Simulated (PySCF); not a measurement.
Excitations are Tamm–Dancoff values on a coarser integration grid. The basis has no diffuse functions, so Rydberg states are missing or too high.

Cartesian coordinates (Å):
SMILES: [H]/N=C/O
```xyz
6

N     -0.7327    -0.6673    -0.2962
C     -0.0207     0.3076     0.0441
O      1.2736     0.1691     0.3555
H     -1.6861    -0.3887    -0.4972
H     -0.3263     1.3497     0.1329
H      1.4923    -0.7703     0.2608
```
Charge 0, spin multiplicity 1.

### Question
What HOMO, S1 excitation (TDA) and total energy does CAM-B3LYP-D3(BJ)/def2-TZVP (PySCF) give?

### Answer

```yaml
HOMO: -9.64 eV
S1 excitation (TDA): 6.66 eV
total_energy: -4622.69 eV
```
